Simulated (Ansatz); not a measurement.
C2H4OSi (`C=C1O[SiH2]1`). Charge 0, multiplicity 1.

```xyz
8

C    -0.538    0.491   -1.464
C    -0.179    0.117   -0.253
O    -0.897    0.145    0.952
Si    0.654   -0.481    1.197
H     0.159    0.394   -2.286
H    -1.524    0.897   -1.658
H     1.586    0.355    1.981
H     0.739   -1.918    1.531
```

Problem. List the harmonic frequencies (cm⁻¹, unscaled) at PBE0-D4/def2-TZVP in Ansatz. (Estimate.)

Solution. Ansatz gave: 292, 333, 562, 634, 658, 698, 738, 782, 850, 925, 983, 1125, 1413, 1770, 2266, 2284, 3166, 3267.

Problem. Is this a minimum?

Solution. Yes, all 18 modes are real.

Problem. Give the ideal-gas thermochemistry at 298.15 K and 1 bar (rigid rotor, harmonic oscillator; point group Cs, symmetry number 1).

Solution. Zero-point energy 136.0 kJ/mol; H(298) − E = 150.5 kJ/mol; entropy 286.2 J/(mol·K), of which translation 162.2, rotation 102.0, vibration 22.0; G(298) − E = 65.2 kJ/mol.
